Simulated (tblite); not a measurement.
Species: CH9PS2Si2.
SMILES with atom numbers: `[CH3:1][S:2][Si@H:3]([PH2:4])[S:5][SiH3:6]` (hydrogens: H7, H8, H9 on C1; H10 on Si3; H11, H12 on P4; H13, H14, H15 on Si6)

The geometry is computed with GFN2-xTB (gas phase).

What internal coordinates does the optimisation give?

| bond | length (bohr) |
| --- | --- |
| C1–S2 | 3.436 |
| S2–Si3 | 4.052 |
| Si3–P4 | 4.233 |
| Si3–S5 | 4.076 |
| S5–Si6 | 4.071 |
| C1–H7, C1–H8, C1–H9 | 2.050 |
| Si3–H10 | 2.766 |
| P4–H11, P4–H12 | 2.610 |
| Si6–H13, Si6–H14, Si6–H15 | 2.749 |

Bonds in one row agree within 0.02 bohr and their mean is given. A selection of angles:
| angle | degrees |
| --- | --- |
| S2–C1–H7 | 109.1 |
| S2–C1–H8 | 106.5 |
| H7–C1–H8 | 110.6 |
| H8–C1–H9 | 110.3 |
| C1–S2–Si3 | 100.7 |
| S2–Si3–P4 | 112.5 |
| S2–Si3–S5 | 108.6 |
| S2–Si3–H10 | 108.8 |
| P4–Si3–S5 | 112.3 |
| P4–Si3–H10 | 108.3 |
| S5–Si3–H10 | 105.9 |
| Si3–P4–H11 | 95.4 |
| Si3–P4–H12 | 94.0 |
| H11–P4–H12 | 92.2 |
| Si3–S5–Si6 | 103.5 |
| S5–Si6–H13 | 101.4 |
| S5–Si6–H14 | 107.6 |
| H13–Si6–H14 | 113.7 |
| H14–Si6–H15 | 112.2 |

Dihedral angles: C1–S2–Si3–P4 167° (antiperiplanar); S2–Si3–S5–Si6 150°.

Of the pairs four or more bonds apart, S5···H7 is among the closest relative to their van der Waals radii: 2.78 Å, 93 % of the sum of Bondi's values. P4 (three-coordinate phosphorus) is pyramidal (angles 95.4°, 94.0° and 92.2°, sum 281.6°, 0.84 Å off the plane of its three neighbours). Si3 (SiH silicon) is distorted tetrahedral (angles from 105.9° to 112.5°). S5 (sulfur bonded to 2 Si) is bent (angle 103.5°). Si6 (SiH3 silicon) is distorted tetrahedral (angles from 101.4° to 114.0°).

Point group: C1 (no symmetry element, even within 0.4 Å). Its GFN2-xTB frequencies are all real (lowest 22 cm⁻¹). The numbers are those of one conformer (C1–S2–Si3–P4 167°, S2–Si3–P4–H -49° and 44°, S2–Si3–S5–Si6 150°). 3 starts were optimised and ended at 0.00, 0.08 and 1.92 kcal/mol (GFN2-xTB); the lowest of these is shown.

Run on one thread, Arm Neoverse V1, shared host. This is the geometry optimisation.
